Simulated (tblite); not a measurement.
C₃H₉N₃Si₂.
Geometry (GFN2-xTB, Å), atoms numbered from 1 in this order:
```
atom  x, y, z in Å
C1     2.3531    0.1052    0.2597
N2     0.9731   -0.0487   -0.1080
C3     0.1231    1.0626    0.2598
Si4   -1.6446    0.6713   -0.3275
C5    -2.8555    0.8169    1.0938
N6    -3.6132    0.9086    1.9481
N7    -1.3653   -0.9696   -0.7351
Si8    0.2785   -1.5320   -0.5953
H9     2.9158   -0.7611   -0.0796
H10    2.4753    0.1964    1.3465
H11    2.7760    1.0037   -0.2030
H12    0.5076    1.9773   -0.2068
H13    0.1658    1.2308    1.3452
H14   -2.1495    1.5066   -1.4219
H15   -2.0841   -1.5835   -1.0702
H16    0.3314   -2.6262    0.3838
H17    0.8055   -1.9463   -1.8994
```

Computed values, GFN2-xTB/tblite, gas phase, harmonic and unscaled. The method is semi-empirical: single wavenumbers can be off by several per cent or more. Modes of hydrogen on silicon can be 10 to 20 % off. One conformer, not necessarily the lowest.

Harmonic wavenumbers (cm⁻¹): 45.5, 69.8, 97.0, 128.4, 161.1, 218.4, 290.2, 306.3, 318.9, 363.1, 364.6, 396.8, 491.2, 547.8, 567.1, 604.8, 659.5, 673.6, 709.5, 781.9, 802.2, 820.6, 824.6, 942.0, 1048.8, 1107.1, 1135.6, 1172.0, 1200.5, 1211.0, 1339.4, 1422.9, 1486.3, 1495.1, 1509.6, 2183.6, 2227.9, 2237.2, 2356.9, 2847.5, 2887.0, 2902.7, 2930.3, 3029.9, 3531.0.

A = 2703, B = 930.2, C = 792.4 MHz; mass 143.034 u (most abundant isotopes); point group C1, symmetry number 1.

**Question.** Zero-point energy?

**Answer.** ½Σν̃ = 26224 cm⁻¹ = 74.98 kcal/mol.

**Question.** Entropy at 400 K, 1 bar (ideal gas, RRHO, classical rotation)?

**Answer.** Translation 42.27, rotation 30.34, vibration 43.00: S = 115.6 cal/(mol K).

**Question.** And Cp and H(400 K) − H(0)?

**Answer.** Cp = 49.69 cal/(mol K), of which vibrations give 41.74 (their classical limit is 45 R = 89.4); H(400 K) − H(0) = 12.09 kcal/mol without the zero-point energy, 8.91 from vibrations.

**Question.** Which modes carry the vibrational entropy at 400 K?

**Answer.** 45.5 cm⁻¹: 5.59; 69.8 cm⁻¹: 4.74; 97.0 cm⁻¹: 4.09; 128.4 cm⁻¹: 3.54; 161.1 cm⁻¹: 3.10; 218.4 cm⁻¹: 2.52 cal/(mol K); the other 39 give 19.43 together.

**Question.** Blend soft modes into free rotors: weight 1/[1 + (100 cm⁻¹/ν̃)⁴] for the oscillator and the rest for a rotor with moment μB/(μ + B), μ = h/(8π²ν), B = 10⁻⁴⁴ kg m². What vibrational entropy results?

**Answer.** 39.71 cal/(mol K) in place of 43.00, which changes −T·S at 400 K by +1.32 kcal/mol.

**Question.** How do the functions run with temperature in this model?

**Answer.** 
| T (K) | S (cal/(mol K)) | Cp (cal/(mol K)) | H − H(0) (kcal/mol) | G − H(0) (kcal/mol) | ln q(vib) |
| --- | --- | --- | --- | --- | --- |
| 100 | 70.7 | 19.6 | 1.34 | -5.73 | 1.85 |
| 200 | 87.9 | 31.2 | 3.89 | -13.70 | 4.69 |
| 300 | 102.5 | 41.3 | 7.53 | -23.24 | 7.58 |
| 500 | 127.5 | 56.5 | 17.41 | -46.32 | 13.18 |
| 800 | 157.3 | 70.4 | 36.64 | -89.22 | 20.81 |
| 1000 | 173.7 | 76.5 | 51.36 | -122.36 | 25.37 |

q(vib) and H(0) count from the zero-point level.

**Question.** What must be added to the electronic energy to get the Gibbs energy at 400 K and 1 bar?

**Answer.** ZPE + [H(400 K) − H(0)] − T·S = 74.98 + 12.09 − 46.24 = 40.83 kcal/mol.

Hindered rotation and anharmonicity are outside this model. Other conformers, if any are populated, would add a mixing term that is left out. The structure is chiral; the term R ln 2 for an equal mix with its mirror image is left out.
